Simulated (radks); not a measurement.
Coulomb parameter of the 4f shell of the cerium ion Ce2+ in the model configuration [Xe] 4f1 5d1, as a second difference U = [E(n + 1) + E(n - 1) - 2 E(n)] / (1)^2 with all orbitals relaxed. "Bare": the charge of the atom changes with n. "Screened": the 5d shell takes up the change at fixed total charge, which measures U(4f,4f) + U(5d,5d) - 2 U(4f,5d). Method: scalar-relativistic Kohn-Sham, PBE, spin-unpolarised, spherical densities, point nucleus; computed with a radial shooting solver on a logarithmic mesh with Libxc functionals.

\begin{tabular}{lrr}
case & configuration & E - E(n) (eV) \\ \hline
start & [Xe] 4f1 5d1 & 0.000 \\
bare +1 & [Xe] 4f2 5d1 & -11.031 \\
bare -1 & [Xe] 5d1 & 26.549 \\
screened +1 & [Xe] 4f2 & -1.375 \\
screened -1 & [Xe] 5d2 & 5.713 \\
\end{tabular}

U(bare) = 15.518 eV, U(screened by 5d) = 4.338 eV, against the Slater integral F0(4f,4f) = 23.387 eV with frozen orbitals.
